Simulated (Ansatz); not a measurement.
Geometry optimisation, RKS PBE0/def2-SVP in Ansatz.

The input (input.yaml):

```yaml
crystal:
  periodic: [false, false, false]
  atoms:
    - { symbol: Si, position_ang: [-0.866238, 0.063969, 0.569775] }
    - { symbol: H, position_ang: [1.629839, 0.036373, 1.500482] }
    - { symbol: "N", position_ang: [2.15612, -0.015948, 0.608186] }
    - { symbol: H, position_ang: [1.797513, -0.850387, 0.144356] }
    - { symbol: H, position_ang: [1.800296, 0.762677, 0.053531] }
    - { symbol: "N", position_ang: [-0.734182, 1.335249, -0.604194] }
    - { symbol: H, position_ang: [-0.750624, 1.255075, -1.616953] }
    - { symbol: H, position_ang: [-0.792612, 2.298866, -0.297855] }
    - { symbol: "N", position_ang: [-0.852367, -1.316901, -0.478827] }
    - { symbol: H, position_ang: [-0.972727, -2.241766, -0.083997] }
    - { symbol: H, position_ang: [-0.880318, -1.327207, -1.494204] }
basis:
  gaussian: { orbitals: def2-SVP }
hamiltonian:
  xc: pbe0
relax:
  f_tol: 0.03
  max_steps: 50
```

Run as:

```bash
$ ansatz run input.yaml --threads 2 --pin off --max-ram 3072MiB --backend cpu --events-out ev --progress --plain --runs-dir out
```

Problem. Where does it end, and by what steps?

Solution. It converged. After 6 steps the energy has fallen by 0.044 eV; H2 moved furthest, 0.35 Å.

```
step  energy less start (eV)  largest force component (eV/Å)  accepted
   0                  0.0000                           0.573       yes
   1                 -0.0326                           0.422       yes
   2                  0.0368                           0.566        no
   3                 -0.0409                           0.343       yes
   4                 -0.0428                           0.133       yes
   5                 -0.0436                           0.059       yes
   6                 -0.0438                           0.017       yes
```

```xyz
11
Properties=species:S:1:pos:R:3
Si -1.044 0.073 0.543
H 1.974 0.025 1.561
N 2.249 -0.033 0.581
H 1.766 -0.850 0.208
H 1.808 0.765 0.124
N -0.831 1.336 -0.624
H -0.713 1.244 -1.629
H -0.884 2.308 -0.341
N -0.929 -1.308 -0.496
H -1.054 -2.240 -0.121
H -0.808 -1.322 -1.505
```

Time of the run: 15 s on 2 threads of Arm Neoverse V2, on a shared host, peak memory 0.18 GiB.
